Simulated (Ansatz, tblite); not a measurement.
Cost and result up the ladder for the cluster Rb3H3⁻ (the lowest doublet isomer of a short search) (6 atoms). Total charge -1; doublet. Geometry: PBE0-D4/def2-TZVPD.

```xyz
6

Rb   -1.474   -1.314   -0.895
Rb    0.070    0.429    1.998
Rb    2.420    1.563   -1.705
H    -1.988   -1.226    1.710
H     1.659   -1.235   -0.272
H    -0.688    1.783   -0.837
```

Ansatz on 4 threads of Arm Neoverse V2 on a shared host; xTB runs through tblite on one thread. Times are rough, summed over both states, and most runs start from the orbitals of an earlier one. PBE0-D4/def2-TZVPD serves as the yardstick here, not as an exact answer. The other state is a singlet.

In the def2 sets Rb takes a core potential; there is no spin–orbit coupling. The xTB rows come from tblite. At PBE0-D4/def2-TZVPD a quartet of charge -1 lies 1.66 eV below the doublet, each at its own geometry. Another isomer (doublet) lies 0.05 eV lower at r2SCAN-D4/def2-TZVPD.

Raw xTB energies of ions are shifted by several eV, and xTB has no spin-polarisation term.

| level | functions | wall time | vertical IE (eV) | difference from PBE0-D4/def2-TZVPD (eV) | remarks |
| --- | --- | --- | --- | --- | --- |
| GFN2-xTB | 15 | 0.004 s | 4.39 | 3.49 | – |
| GFN1-xTB | 18 | 0.007 s | 8.21 | 7.31 | – |
| PBE-D4/def2-TZVPD | 126 | 4.8 s | 0.96 | 0.06 | HOMO above zero (-1 doublet) |
| r2SCAN-D4/def2-TZVPD | 126 | 8.7 s | 0.60 | -0.30 | HOMO above zero (-1 doublet) |
| PBE0-D4/def2-TZVPD (with forces) | 126 | 10 s | 0.90 | 0.00 | HOMO above zero (-1 doublet) |
